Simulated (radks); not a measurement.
Values are calculated unless marked as measured or tabulated.
Pr2+, configuration [Xe] 6s2 6p1 (not the ground configuration). Level of theory: Dirac Kohn-Sham, PBEsol, spin-unpolarised, spherical densities, finite nucleus; open shells fill j = l - 1/2 first; Fermi nuclear charge, rms radius 4.8919 fm (a radial shooting solver on a logarithmic mesh with Libxc functionals).

Spin-orbit splittings of the eigenvalues, e(l+1/2) - e(l-1/2), with zeta = 2 splitting/(2l+1) and mean radii in bohr:

| shell | occ. | splitting (eV) | zeta (eV) | <r> j=l-1/2 | <r> j=l+1/2 |
|---|---|---|---|---|---|
| 2p | 6 | 481.7 | 321.1 | 0.08608 | 0.09239 |
| 3p | 6 | 95.36 | 63.57 | 0.2619 | 0.2742 |
| 3d | 10 | 20.53 | 8.213 | 0.2454 | 0.2493 |
| 4p | 6 | 21.13 | 14.08 | 0.6338 | 0.6605 |
| 4d | 10 | 3.800 | 1.520 | 0.7049 | 0.7140 |
| 5p | 6 | 3.775 | 2.517 | 1.528 | 1.593 |
| 6p | 1 | 0.6684 | 0.4456 | 3.608 | 3.732 |
